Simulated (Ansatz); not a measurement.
CH7AlO2Si (`[CH3][Al]([OH])[SiH2]O`), relaxed with RKS PBE-D4/def2-SVP in the Gaussian-basis code of Ansatz from a rough embedded geometry. The force threshold is 0.03 eV/Å; the program also tests the step.

The species carries charge 0 and has multiplicity 1.

Start:

```xyz
12

C    -1.733   -1.134    0.042
Al   -0.475    0.204   -0.554
O    -1.057    1.647   -1.538
Si    1.845    0.010    0.031
O     2.323    1.313    0.914
H    -1.284   -1.942    0.638
H    -2.537   -0.650    0.715
H    -2.285   -1.566   -0.807
H    -1.227    2.323   -0.802
H     2.611   -0.140   -1.221
H     1.990   -1.303    0.787
H     1.830    1.238    1.795
```

(1) By how much does the energy fall, and how many steps does the optimiser take? (Estimate.)

(2) Which bonds change most? (An estimate is asked.)

(3) Give the relaxed structure. (Estimate.)

## Answers

(1) Computed: 16.66 kcal/mol, in 15 steps.

(2) Computed: Al2–O3 from 1.841 to 1.731 Å; Al2–Si4 from 2.400 to 2.476 Å; Si4–O5 from 1.645 to 1.706 Å; C1–H7 from 1.155 to 1.111 Å.

(3) Computed: 
```xyz
12

C    -1.960   -1.311   -0.168
Al   -0.605    0.102   -0.213
O    -1.216    1.677   -0.587
Si    1.831   -0.057    0.202
O     2.482    1.507    0.404
H    -1.540   -2.325   -0.007
H    -2.692   -1.116    0.645
H    -2.535   -1.322   -1.119
H    -0.638    2.448   -0.702
H     2.567   -0.615   -0.990
H     2.190   -0.967    1.364
H     2.116    1.979    1.172
```
